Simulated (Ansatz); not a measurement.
Calculated with Ansatz (gas phase, PBE0-D4/def2-TZVP geometries, no zero-point term in ΔE). CCSD(T)/CBS adds triple-zeta CCSD(T) − MP2 to the extrapolated MP2 energy (def2 sets, frozen cores). Functionals use def2-TZVPP. B3LYP here is the variant with VWN-RPA as its local correlation; programs differ in this. Each species was taken in one conformer, which may not be the lowest.

Reaction (cleavage of the Si–B bond): `COB[SiH3]` + `O[Si](Cl)(Cl)Cl` → `[SiH3]O[Si](Cl)(Cl)Cl` + `BOC`

Task: Is it downhill or uphill in electronic energy at CCSD(T)/CBS, and by how much? (An estimate is asked.)

Result: Computed: Downhill: ΔE = -30.3 kcal/mol.

Task: What do these levels give: PBE-D4, PBE0-D4, B3LYP-D4, B2PLYP, PBE, HF/def2-TZVPP, SCS-MP2/def2-TZVPP, CCSD/def2-TZVPP, CCSD(T)/def2-TZVPP, HF/CBS(def2), MP2/CBS(def2), CCSD/CBS(def2)? (Best estimate.)

Result: Computed: PBE-D4 -24.0, PBE0-D4 -26.4, B3LYP-D4 -30.6, B2PLYP -30.7, PBE -23.2, HF/def2-TZVPP -36.2, SCS-MP2/def2-TZVPP -32.8, CCSD/def2-TZVPP -30.8, CCSD(T)/def2-TZVPP -29.9, HF/CBS(def2) -36.9, MP2/CBS(def2) -32.3, CCSD/CBS(def2) -31.1 kcal/mol.

Largest T1 diagnostic among the species: 0.014.

From PBE to PBE0 (25 % exact exchange), in def2-TZVPP and without D4, ΔE moves by −2.4 kcal/mol. In def2-TZVPP, CCSD(T) changes the Hartree–Fock value by +6.2 kcal/mol (the triples alone add +0.8 kcal/mol) and MP2 by +4.2 kcal/mol.
